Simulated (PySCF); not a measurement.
Relaxation of singlet RuO3

These are results of PBE0/[Ru def2-TZVP with ECP28, O def2-TZVP], scalar-relativistic core potentials, density fitting, no spin–orbit coupling, PySCF, not measurements. A (50,194) grid was used.

A hand-made trigonal planar start, of D3h symmetry, held to at least that symmetry:

```xyz
4
charge 0 multiplicity 1, angstrom
Ru    0.0000    0.0000    0.0000
O     1.7100    0.0000    0.0000
O    -0.8550    1.4809    0.0000
O    -0.8550   -1.4809    0.0000
```

Question: What forces act on the atoms at the start (eV/Å)?

Answer: 
```json
{"atom": "Ru1", "Fx": "-0.01", "Fy": "0.00", "Fz": "0.00"}
{"atom": "O2", "Fx": "-2.69", "Fy": "0.00", "Fz": "0.00"}
{"atom": "O3", "Fx": "1.35", "Fy": "-2.33", "Fz": "0.00"}
{"atom": "O4", "Fx": "1.35", "Fy": "2.33", "Fz": "0.00"}
```

Question: What does it relax to?

Answer: It ends at D3h with Ru–O 1.660 Å (×3); O–Ru–O 120.0° (×3). A frequency run shows a minimum. Other isomers or separated fragments may lie lower.

Question: How much energy is released, and in how many steps?

Answer: 20.4 kJ/mol in 4 steps.
